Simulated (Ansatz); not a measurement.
All numbers were calculated with Ansatz.

A structure relaxed at PBE0-D4/def2-TZVP, charge 0, multiplicity 1:

```csv
atom,x (Å),y (Å),z (Å)
F1,0.888,1.861,0.049
C2,0.814,0.500,-0.058
C3,-0.294,-0.042,-0.924
Ge4,-0.481,-0.556,0.957
H5,1.801,0.071,-0.209
H6,-1.023,0.702,-1.231
H7,-0.034,-0.745,-1.708
H8,-0.091,-1.959,1.404
H9,-1.581,0.167,1.719
```

Problem. Give its formula and SMILES.

Solution. C2H5FGe, `F[CH]1[CH2][GeH2]1`.

Problem. Summarise the bond lengths by kind.

Solution. 1 × C–F 1.368 Å; 1 × C–C 1.506 Å; 2 × C–Ge 1.954 to 1.959 Å; 3 × C–H 1.085 to 1.087 Å; 2 × Ge–H 1.521 to 1.523 Å.
